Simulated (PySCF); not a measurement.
## How methods differ on the ionisation energy of Ga²⁸⁺

Ga²⁸⁺ [He] 2s1 (2S) → Ga²⁹⁺ 1s2 (1S), as a difference of total energies. All numbers are calculated (PySCF 2.14, the non-relativistic Hamiltonian (point nucleus), in an uncontracted even-tempered set (17 s from 8.1 bohr⁻², ratio 2.2; 8 p from 13 bohr⁻², ratio 2.4; 5 d from 38 bohr⁻², ratio 2.4; 5 f from 57 bohr⁻², ratio 2.4; 4 g from 85 bohr⁻², ratio 2.4)). Correlated levels: nothing frozen; virtual orbitals above 40 to 60 times the deepest correlated orbital energy dropped. The calculations carry no spin-orbit coupling.

```csv
method,ionisation energy (eV),difference from reference (eV)
UHF,2939.9,-44.5
LDA,2936.6,-47.8
PBE,2942.5,-41.9
PBE0,2941.9,-42.5
r2SCAN,2938.4,-46.0
BP86,2942.0,-42.4
r2SCAN0,2938.9,-45.5
MP2 (all electrons),2940.0,-44.4
SCS-MP2 (all electrons),2940.0,-44.4
```

Reference: 2984.4 eV (theoretical estimate listed by NIST; NIST Atomic Spectra Database, ionization energies).

The gap to the reference is mostly relativistic.
